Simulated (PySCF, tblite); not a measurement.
Isomers of C3H8NOSi2 (doublet state), one GFN2-xTB conformer each. Single-point energies are computed at B3LYP/pcH-1 (PySCF, gas phase, no added dispersion term), electronic only. GFN2-xTB treats the open shell by occupation alone, and not every SCF solution was tested for stability.

Question: Rank them by B3LYP/pcH-1 energy, lowest first (kJ/mol).
A. `[O:1]=[CH:2][NH:3][SiH:4]1[CH2:5][SiH:6][CH2:7]1` (doublet state) with O1–C2–N3–Si4 0°, C2–N3–Si4–C5 49°, N3–Si4–C5–Si6 -98°, Si4–C5–Si6–C7 -12°, C5–Si6–C7–Si4 12°, N3–Si4–C7–Si6 98°
B. `[O:1]=[CH:2][N:3][SiH:4]1[CH2:5][SiH2:6][CH2:7]1` (doublet state) with O1–C2–N3–Si4 36°, C2–N3–Si4–C5 166°

Answer: A (0.0), B (122.7).

As drawn, the lower has an N–H bond, which the higher lacks. GFN2-xTB itself gives, in the same order: 0.0, 19.2. Both levels put the same isomer lowest.

What happens when harmonic zero-point energies from GFN2-xTB frequencies are added?

```csv
SMILES,ZPE (kJ/mol),electronic (kJ/mol),with ZPE (kJ/mol)
O=CN[SiH]1C[SiH]C1,273.4,0.0,0.0
O=C[N][SiH]1C[SiH2]C1,258.6,122.7,107.9
```

The zero-point energies span 14.8 kJ/mol. The order is unchanged.
